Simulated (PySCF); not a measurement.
C₅H₄BF, SMILES C#C[C@@H]1C=CB1F.

Coordinates come from a B3LYP-D3(BJ)/def2-SVP optimisation. The structure was generated by enumeration; whether it is a known compound was not checked.

Two levels are set side by side: TDDFT-PBE/def2-SVPD (PySCF) and TDDFT-B3LYP/def2-SVPD (PySCF). Vertical, same geometry. The lowest singlet is HOMO→LUMO 96 % with PBE and HOMO→LUMO 97 % with the other functional; states are paired by order. Differences are taken from unrounded values.

```csv
quantity,TDDFT-B3LYP
lowest singlet excitation (eV),4.50
lowest triplet excitation (TDA) (eV),4.06
first bright state (f over 0.05) (eV),6.11
its oscillator strength,0.05
```

Task: What does TDDFT-PBE give, and how far is it from TDDFT-B3LYP? (The exact figures need the calculation; the answer reports its results.)

Result: 
| quantity | TDDFT-PBE | TDDFT-PBE minus TDDFT-B3LYP |
|---|---|---|
| lowest singlet excitation (eV) | 3.79 | -0.72 |
| lowest triplet excitation (TDA) (eV) | 3.55 | -0.51 |
| first bright state (f over 0.05) (eV) | 5.96 | -0.14 |
| its oscillator strength | 0.05 | 0.00 |

A lower first singlet is the usual sign of a functional without exact exchange. Differences between two approximate levels are no errors against the true value.

Rough cost on one machine, each run with all the roots and properties that it gave: TDDFT-B3LYP against TDDFT-PBE about 4 times.
